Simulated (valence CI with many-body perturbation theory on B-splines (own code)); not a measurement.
Cd17+: key properties

Calculated by relativistic CI+MBPT: three valence electrons over a frozen Dirac-Fock core [Ar] 3d10, radial functions for each j: 9 s, 9 p, 8 d, 6 f, 3 g, 1 h, with the one-electron correlation potential Σ1, the two-electron term Σ2, the three-electron term Σ3, Breit, model QED; selected CI, second order for the rest, scaled by the run's own slope (own B-spline code, finite nucleus).

No measured levels were compared; by estimate levels hold to about 250 cm⁻¹ or 0.2 % of their energy and the worst to 1 %, as in measured heavy ions of charge 2 to 7; those with d or f electrons hold less well.

Names give the largest LS component (configuration and term), which can be under half, so a name can repeat, a term be missing and a line seem to break the LS rules; names also repeat where a configuration has a term twice.

Rates and lifetimes use the calculated energies. Strong lines usually hold to 10 to 20 %, long lifetimes can be off by a factor of two.

(1) What is the ground level?

(2) How well does LS coupling describe the low levels?

(3) What are the static dipole polarisabilities of the lowest levels?

(4) How is the term 2P° of the ground level split?

(5) Name the longest-lived excited levels whose lifetime is computed, and their main decay.

(6) What is the ionisation energy?

(7) Among levels below 1034800 cm⁻¹, which E1 lines absorb most strongly from the ground level?

## Answers

(1) 4s2 4p 2P°_1/2, composition 98 % 4s2 4p 2P°, g = 0.664.

(2) Among the lowest 20 levels the leading LS term, summed over configurations, holds 82 % on average. For single configurations the figures are 79 % in LS and 82 % in jj coupling. Terms mix most in the J = 3/2 level at 733180 cm⁻¹, where the leading one holds 34 %.

(3) 4s2 4p 2P°_1/2 0.381; 4s2 4p 2P°_3/2 0.396 (tensor 0.034) bohr³, of which the core gives 0.0237.

(4) J = 1/2 at 0, J = 3/2 at 68845 cm⁻¹.

(5) 4s2 4p 2P°_3/2 at 68845 cm⁻¹ lives 339 μs, mostly by M1 to 4s2 4p 2P°_1/2. The lifetime of 4s 4p 4d 4F°_9/2 is too uncertain to give, and may be longer.

(6) 450.54 eV; NIST lists 452.6 ± 0.3 eV (semi-empirical).

(7) to 4s2 4d 2D_3/2 at 15.68 nm, f = 0.901; to 4s 4p2 2P_1/2 at 22.68 nm, f = 0.461; to 4s 4p2 2D_3/2 at 24.62 nm, f = 0.282.
